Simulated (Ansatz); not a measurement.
## How methods differ on GaCl2O (SMILES [O][Ga]([Cl])[Cl])

GaCl2O: 4 atoms, total charge 0, spin state doublet. SMILES: `[O][Ga]([Cl])[Cl]`. Geometry: relaxed at PBE0-D4/def2-TZVP.

Each level gives the vertical ionisation energy (to the singlet cation) (eV). The values are calculated.

| level | kind | program | value (eV) | CPU time (all runs) |
| --- | --- | --- | --- | --- |
| UHF/aug-cc-pVDZ | Hartree–Fock | Ansatz | 13.90 | 51 s |
| USVWN5/aug-cc-pVDZ | LDA | Ansatz | 12.15 | 41 s |
| U-revPBE/aug-cc-pVDZ | GGA | Ansatz | 12.09 | 73 s |
| UPBE/aug-cc-pVDZ | GGA | Ansatz | 12.13 | 71 s |
| U-r2SCAN/aug-cc-pVDZ | meta-GGA | Ansatz | 12.81 | 3.1 min |
| U-r2SCAN0/aug-cc-pVDZ | hybrid meta-GGA | Ansatz | 13.75 | 3.5 min |
| UBHLYP/aug-cc-pVDZ | global hybrid | Ansatz | 13.99 | 2.1 min |
| UCAM-B3LYP/aug-cc-pVDZ | range-separated hybrid | Ansatz | 13.75 | 1.9 min |
| UPBE-QIDH/aug-cc-pVDZ | double hybrid | Ansatz | 14.17 | 2.7 min |
| UMP2/aug-cc-pVDZ | perturbation theory | Ansatz | 14.57 | 54 s |

All-electron rows without a relativistic Hamiltonian named are non-relativistic. The values span 12.09 to 14.57 eV. In the correlated wave-function rows the outer d shell of Ga is correlated, in sets not made for it. Times are those of the runs behind each value, whatever else they computed, on shared processors of several kinds: orders of magnitude only.
